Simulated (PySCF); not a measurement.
dimethyl telluride (C2H6Te), SMILES C[Te]C. Coordinates come from a B3LYP-D3(BJ)/def2-SVP optimisation. The def2 effective core potentials stand for the cores of Te; spin–orbit coupling is left out.

Give the equilibrium geometry at B3LYP-D3(BJ)/def2-SVP (PySCF confirms it by a frequency run) as Cartesian coordinates in Å, and its point group. (The exact figures need the calculation; the answer reports its results.)

point group C2v.
```xyz
9

C      1.5870     0.0000    -1.0854
Te     0.0000     0.0000     0.4026
C     -1.5870     0.0000    -1.0854
H      1.5125    -0.9031    -1.7048
H      2.5435     0.0000    -0.5455
H      1.5125     0.9031    -1.7048
H     -1.5125    -0.9031    -1.7048
H     -2.5435     0.0000    -0.5455
H     -1.5125     0.9031    -1.7048
```
